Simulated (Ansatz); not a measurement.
**Question.** Name a neutral molecule of C, F, O, Si and H with HOMO energy (ωB97M-V/def2-TZVPP) between -11.20 and -10.90 eV and size of the dipole moment (PBE/def2-TZVPP) between 1.60 and 1.90 D (Ansatz, PBE0-D4/def2-TZVP geometry).

**Answer.** `CC(=O)O[SiH2]F` (-10.99 eV, 1.83 D); `CO[SiH](O)F` (-11.15 eV, 1.70 D). Other molecules can fit too; these were computed, each in one conformer that needn't be the lowest.
